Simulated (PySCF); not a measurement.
In(H)2(F)(SH2), H₄FInS, singlet at its CAM-B3LYP/def2-SVP optimised geometry (Å):

```
7

In     0.1089    -1.0623     0.0000
H      1.8171    -1.0623     0.0000
H     -1.1519    -1.7219     0.9500
F     -0.5860    -0.6262    -1.8424
S     -0.5432     1.7219     0.0000
H     -0.7602     1.1190    -1.2116
H     -1.8171     1.5378     0.4058
```

Level of theory: CAM-B3LYP/def2-TZVP, def2 effective core potentials past Kr run with PySCF. The core electrons that the potentials of In replace are not part of the density. Cells within 0.4 Å of a nucleus heavier than hydrogen are left out (blank, or x).

Map of the Laplacian of the electron density (e/bohr⁵), clipped to [-1.50, 1.50] on the plane z = 0.0 Å:

```
|5555555555555555555555555555555|
|5555555555555555555555555555555|
|5555555555555555555555555555555|
|5555555555555555555555555555555|
|5555555555555555555555555555555|
|5555555555555455555555555555555|
|5555555555543334555555555555555|
|5555555555449993455555555555555|
|555555555449xxx9455555555555555|
|555555554439xxx9455555555555555|
|5555555554459x94455555555555555|
|5555555555554434555555555555555|
|5555555555555445555555555555555|
|5555555555555555555555555555555|
|5555555555555555555555555555555|
|5555555555555556555555555555555|
|5555555555555699986555555555555|
|5555555555556999999554555555555|
|555555555555790xx09644355555555|
|55555555555589xxx09640045555555|
|555555555555790xx09644355555555|
|5555555555555999999554555555555|
|5555555555555689986555555555555|
|5555555555555555555555555555555|
|5555555555555555555555555555555|
|5555555555555555555555555555555|
|5555555555555555555555555555555|
|5555555555555555555555555555555|
|5555555555555555555555555555555|
|5555555555555555555555555555555|
|5555555555555555555555555555555|
```
Scale: ten equal steps from -1.50 (start of '0') to 1.50 (end of '9'), in the order '0123456789'; x runs from -4.00 to 4.00, y from -4.00 (bottom) to 4.00 (top).
